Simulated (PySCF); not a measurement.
## Correlation energy of Bi⁺ (bismuth, charge +1)

[Xe] 4f14 5d10 6s1 6p3, high-spin 5S determinant (an excited configuration). Computed with PySCF 2.14 in aug-cc-pwCVDZ-PP with ECP60MDF (6s5p4d1f, 48 functions), with a scalar-relativistic core potential. Frozen: 5s2 5p6 5d10; 4 electrons correlated.

```json
{"level": "CCSD", "correlation energy (mhartree)": "-15.26"}
{"level": "(T)", "correlation energy (mhartree)": "-0.07"}
{"level": "CCSD(T)", "correlation energy (mhartree)": "-15.33"}
```

Diagnostics: T1 = 0.0023, D1 = 0.0038, largest double amplitude 0.030.

Question: Is a single reference adequate?

Answer: Yes, within this model without spin-orbit coupling: T1 lies below 0.03 and no double amplitude reaches 0.07.

Spin-orbit coupling is strong in this species, so the high-spin LS determinant is a model state.
